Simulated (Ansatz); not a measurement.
Reaction (ligand exchange at a B–S bond): `CCB(F)S` + HCl → `CCB(F)Cl` + H₂S

Calculated with Ansatz (gas phase, PBE0-D4/def2-TZVP geometries, no zero-point term in ΔE). CBS: MP2 limit from def2 TZ/QZ plus the TZ coupled-cluster correction, frozen cores. This one scheme is used for every species. One conformer a species, not always the lowest.

| species | CCSD(T)/CBS(def2) energy (Eh) |
| --- | --- |
| `CCB(F)S` | -602.17930 |
| HCl | -460.38127 |
| `CCB(F)Cl` | -663.59538 |
| H₂S | -398.97279 |

**Question.** Work out ΔE.

**Answer.** ΔE = (-663.59538) + (-398.97279) − (-602.17930) − (-460.38127) = -0.00760 Eh = -0.21 eV.

Largest T1 diagnostic among the species: 0.012.

In def2-TZVPP, CCSD(T) changes the Hartree–Fock value by +0.09 eV (the triples alone add +0.01 eV) and MP2 by +0.09 eV. Leaving LDA and LC-ωPBE aside and taking each functional with its dispersion term where it has one, the values, not all of them listed here, spread over 0.07 eV, from ωB97M-V to revPBE-D4.
